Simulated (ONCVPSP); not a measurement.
**Configuration tests for Ce (Z = 58) (ONCV)**

Ce (Z = 58), optimised norm-conserving Vanderbilt (ONCV), made with ONCVPSP 4.0.1 (PBEsol, fully relativistic). Core [Kr] 4d10, reference 4f1 5s2 5p6 5d1 6s1 (charge +1). Waves: 5s+6s: rc 2.75 bohr, ncon 4, nbas 8, qcut 5.1 1/bohr, 3 projectors, debl 3.7 Ha; 5p: rc 2.96 bohr, ncon 3, nbas 7, qcut 3.9 1/bohr, 1 projector; 5d: rc 4.00 bohr, ncon 5, nbas 10, qcut 4.4 1/bohr, 2 projectors, debl 3.8 Ha; 4f: rc 1.55 bohr, ncon 4, nbas 9, qcut 13.1 1/bohr, 2 projectors, debl 2.3 Ha. Local part: polynomial inside 0.95 bohr (lpopt 5, dvloc0 0 Ha). Core correction: polynomial model core, fcfact 0.15.

Open shells are filled in proportion to 2j + 1.

Energies are relative to the spin-unpolarised reference configuration 4f1 5s2 5p6 5d1 6s1; without spin polarisation the order of configurations can differ from experiment. Not all tests gave a result: 1 of 4 tests not solved or not reliable.

| valence configuration | charge | ΔE all-electron (eV) | error AE − PS (meV) |
| --- | --- | --- | --- |
| 4f1 5s2 5p6 5d1 6s2 | 0 | -6.103 | -2.0 |
| 4f1 5s2 5p6 5d1 6s0 | +2 | 11.037 | -5.4 |
| 4f1 5s2 5p6 5d0 6s0 | +3 | 30.163 | +24 |

Note: ghosts flagged at negative energy: s at -154.5 eV, p3/2 at -112.8 eV, p1/2 at -101.6 eV; GHOST(+) flagged for d3/2 at 338.7 eV. A true bound ghost makes a file unfit for plane-wave use.
